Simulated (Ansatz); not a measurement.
`BNBN[SiH3]` + `[SiH3][SiH2]Cl` → `[SiH3]BN[SiH3]` + `BN[SiH2]Cl`  (redistribution)

Isolated molecules relaxed with PBE0-D4/def2-TZVP in Ansatz; ΔE leaves out vibrations. CCSD(T)/CBS is the MP2 limit (def2-TZVPP, def2-QZVPP) plus CCSD(T) − MP2 in def2-TZVPP, frozen cores. Functionals use def2-TZVPP. One conformer a species, not always the lowest.

`BNBN[SiH3]`:

Cartesian coordinates in Å:
```
B -1.637 -0.972 0.115
N -1.380 0.203 0.834
B -0.132 0.891 1.071
N 1.043 0.673 0.324
Si 1.405 -0.176 -1.156
H -0.738 -1.544 -0.429
H -2.749 -1.413 0.071
H -2.165 0.597 1.333
H -0.105 1.704 1.954
H 1.825 1.215 0.661
H 0.325 0.013 -2.155
H 2.662 0.438 -1.663
H 1.646 -1.628 -0.960
```

`[SiH3][SiH2]Cl`:

Cartesian coordinates in Å:
```
Si -1.005 0.230 -0.624
Si 0.898 -0.359 0.600
Cl 2.094 1.310 0.807
H -1.885 -0.959 -0.783
H -0.601 0.725 -1.965
H -1.749 1.298 0.094
H 0.552 -0.840 1.961
H 1.695 -1.404 -0.090
```

`[SiH3]BN[SiH3]`:

Cartesian coordinates in Å:
```
Si -1.449 1.227 0.126
B 0.140 0.494 1.143
N 1.013 -0.474 0.636
Si 0.955 -1.258 -0.930
H -1.634 0.652 -1.238
H -1.313 2.705 -0.026
H -2.701 0.973 0.894
H 0.348 0.915 2.250
H 1.771 -0.763 1.240
H -0.313 -2.009 -1.099
H 1.082 -0.264 -2.023
H 2.102 -2.200 -0.975
```

`BN[SiH2]Cl`:

```xyz
9

B    -1.448    0.600    0.206
N    -0.521   -0.419   -0.055
Si    1.184   -0.206   -0.250
Cl    2.208   -0.903    1.389
H    -1.054    1.727    0.296
H    -2.607    0.329    0.327
H    -0.877   -1.364   -0.115
H     1.664   -1.001   -1.402
H     1.452    1.237   -0.395
```

**Question.** Is it downhill or uphill in electronic energy at CCSD(T)/CBS, and by how much? (Best estimate.)

**Answer.** Ansatz gave: Uphill: ΔE = +0.40 eV.

**Question.** What do these levels give: r2SCAN-D4, ωB97M-V, PBE0, CCSD(T)/def2-TZVPP, SCS-MP2/def2-QZVPP, CCSD/CBS(def2)? (An estimate is asked.)

**Answer.** The calculation gave: r2SCAN-D4 0.45, ωB97M-V 0.40, PBE0 0.48, CCSD(T)/def2-TZVPP 0.39, SCS-MP2/def2-QZVPP 0.36, CCSD/CBS(def2) 0.40 eV.

Largest T1 diagnostic among the species: 0.014.
